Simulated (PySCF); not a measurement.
The dipole of `C#C[SiH2]C(C)(C)[SiH3]` from its density and from atomic charges.

Coordinates (GFN2-xTB, Å) and charges (e) from the PBE0/pcSseg-1 density (PySCF):

```csv
atom,x,y,z,Mulliken,IAO,Hirshfeld,ESP-fitted
C1,2.360,2.495,-1.076,-0.2055,-0.1932,-0.0838,-0.3746
C2,2.052,1.469,-0.530,-0.1667,-0.3195,-0.1474,-0.1055
Si3,1.523,-0.108,0.286,+0.7055,+0.7526,+0.3480,+0.3269
C4,-0.362,-0.302,0.000,-0.9343,-0.4594,-0.1339,+0.1717
C5,-1.094,0.892,0.620,-0.1937,-0.4112,-0.1196,-0.5321
C6,-0.647,-0.317,-1.504,-0.1945,-0.4111,-0.1197,-0.5380
Si7,-1.010,-1.921,0.782,+0.5076,+0.5789,+0.3014,+0.2993
H8,2.639,3.391,-1.552,+0.0625,+0.2024,+0.0974,+0.3078
H9,1.824,-0.006,1.719,-0.0600,-0.1123,-0.0704,-0.0744
H10,2.260,-1.212,-0.339,-0.0600,-0.1124,-0.0704,-0.0746
H11,-0.923,0.947,1.694,+0.1254,+0.1374,+0.0390,+0.1326
H12,-2.170,0.817,0.454,+0.1201,+0.1361,+0.0393,+0.1456
H13,-0.753,1.828,0.175,+0.1318,+0.1427,+0.0361,+0.1538
H14,-0.301,0.606,-1.973,+0.1326,+0.1429,+0.0359,+0.1567
H15,-0.147,-1.152,-1.992,+0.1254,+0.1374,+0.0390,+0.1339
H16,-1.717,-0.408,-1.696,+0.1200,+0.1361,+0.0393,+0.1462
H17,-0.330,-3.068,0.176,-0.0720,-0.1172,-0.0777,-0.0976
H18,-0.762,-1.909,2.225,-0.0723,-0.1173,-0.0778,-0.0975
H19,-2.452,-2.032,0.541,-0.0717,-0.1129,-0.0749,-0.0805
```

Problem. Form Σ q r in debye for every column and set it beside the full dipole.

Solution. The full density gives (-0.43, 0.65, -0.47) D, 0.92 D in size; dipole vectors point from the negative to the positive end.

```csv
scheme,μx,μy,μz,size (D),share of the full size (%),angle to the full dipole (°)
Mulliken,-0.74,-2.42,1.26,2.83,309,136
IAO,-0.07,-1.11,0.62,1.28,139,148
Hirshfeld,-0.06,-0.09,0.04,0.12,13,121
ESP-fitted,-0.47,0.65,-0.47,0.93,101,2
```

Problem. Which set comes closest?

Solution. Length of the difference vector: ESP-fitted 0.03 D, Hirshfeld 0.98 D, IAO 2.11 D, Mulliken 3.54 D. Closest: ESP-fitted. 

Problem. What is left for the Hirshfeld atoms' own dipoles?

Solution. The Hirshfeld atoms' densities add up to the full density, so μ = Σ q r + Σ (atomic dipoles). The atomic dipoles sum to (-0.43, 0.65, -0.47) − (-0.06, -0.09, 0.04) = (-0.37, 0.74, -0.51) D, 0.98 D in size.

Problem. With the origin at the mean of the coordinates, (-0.001, 0.000, -0.105) Å, which are the largest single terms, by size, of the ESP-fitted dipole along the direction of the full one?

Solution. H8 +2.83, C1 -2.09, C6 -2.07, C5 -1.99, Si7 -1.94 D; all 19 atoms together +0.93 D. The single terms depend on the origin, their sum doesn't.

Problem. Give the size of the full dipole in other units.

Solution. 0.92 D = 0.361 au = 0.191 e·Å = 3.06 × 10⁻³⁰ C·m.

Geometry: GFN2-xTB, one conformer, isolated molecule.

Conformer computed: `[CH:1]#[C:2][SiH2:3][C:4]([CH3:5])([CH3:6])[SiH3:7]`: C2–Si3–C4–C5 -60°.
